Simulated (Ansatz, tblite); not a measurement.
Cost and result up the ladder for `Sc1ccc(Sc2ccccc2)cc1` (24 atoms). Total charge 0; singlet. Geometry: PBE-D4/def2-SVP.

```xyz
24

S    -1.267   -5.031    0.716
C    -0.581   -3.401    0.862
C    -1.362   -2.226    0.815
C    -0.763   -0.969    0.943
C     0.635   -0.854    1.087
S     1.437    0.718    1.330
C     0.750    1.736    0.035
C     0.639    3.119    0.291
C     0.171    3.982   -0.710
C    -0.210    3.476   -1.963
C    -0.105    2.097   -2.213
C     0.383    1.228   -1.228
C     1.417   -2.025    1.123
C     0.816   -3.286    1.023
H    -2.563   -4.638    0.577
H    -2.455   -2.293    0.695
H    -1.388   -0.063    0.924
H     0.914    3.512    1.282
H     0.089    5.060   -0.501
H    -0.590    4.153   -2.743
H    -0.395    1.690   -3.194
H     0.477    0.151   -1.436
H     2.509   -1.944    1.226
H     1.442   -4.191    1.058
```

Ansatz on 4 threads of Arm Neoverse V1 on a shared host; xTB runs through tblite on one thread. Times are rough, summed over both states, and most runs start from the orbitals of an earlier one. PBE0-D4/def2-TZVP serves as the yardstick here, not as an exact answer. The other state is a doublet.

The xTB rows come from tblite. B3LYP takes the VWN-RPA correlation.

Raw xTB energies of ions are shifted by several eV.

```
                         level  functions  wall time
                      GFN2-xTB         76     0.03 s
                      GFN1-xTB         86    0.034 s
PBE-D4/def2-TZVP (with forces)        506       39 s
            B3LYP-D4/def2-TZVP        506       83 s
             PBE0-D4/def2-TZVP        506       99 s
```

Q: Estimate what each level gives for the vertical IE (eV).

A: 
| level | vertical IE (eV) | difference from PBE0-D4/def2-TZVP (eV) |
| --- | --- | --- |
| GFN2-xTB | 12.01 | 4.65 |
| GFN1-xTB | 12.88 | 5.52 |
| PBE-D4/def2-TZVP (with forces) | 7.08 | -0.28 |
| B3LYP-D4/def2-TZVP | 7.33 | -0.03 |
| PBE0-D4/def2-TZVP | 7.36 | 0.00 |
